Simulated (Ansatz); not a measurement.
CH4Cl2Si (`C[SiH](Cl)Cl`). Total charge 0; spin multiplicity 1. The geometry is a stationary point of PBE0-D4/def2-TZVP.

```xyz
8

C     0.659   -0.088    0.789
Si   -0.475   -0.043   -0.668
Cl   -0.105    1.634   -1.785
Cl   -2.422    0.003   -0.033
H     0.463   -0.980    1.390
H     1.699   -0.111    0.456
H     0.511    0.794    1.415
H    -0.331   -1.209   -1.564
```

Q: What is the dipole moment at r2SCAN/def2-TZVPP? (Estimate.)

A: Ansatz gave: 2.00 D, with components (1.44, -0.93, 1.04) D in this frame, pointing from negative to positive charge.

Q: And with PBE, B3LYP, ωB97M-V? (An estimate is asked.)

A: Ansatz gave: PBE 1.93 D, B3LYP 1.97 D, ωB97M-V 1.97 D.

Q: Give the Mulliken charges with r2SCAN, ωB97M-V, B3LYP in def2-TZVPP. (Best estimate.)

A: Ansatz gave: 
| atom | r2SCAN | ωB97M-V | B3LYP |
| --- | --- | --- | --- |
| C1 | -0.30 | -0.43 | -0.37 |
| Si2 | 0.61 | 0.48 | 0.58 |
| Cl3 | -0.25 | -0.21 | -0.24 |
| Cl4 | -0.25 | -0.21 | -0.24 |
| H5 | 0.09 | 0.13 | 0.11 |
| H6 | 0.09 | 0.13 | 0.11 |
| H7 | 0.09 | 0.13 | 0.12 |
| H8 | -0.08 | -0.02 | -0.07 |

B3LYP here is the variant with VWN-RPA as its local correlation; programs differ in this.
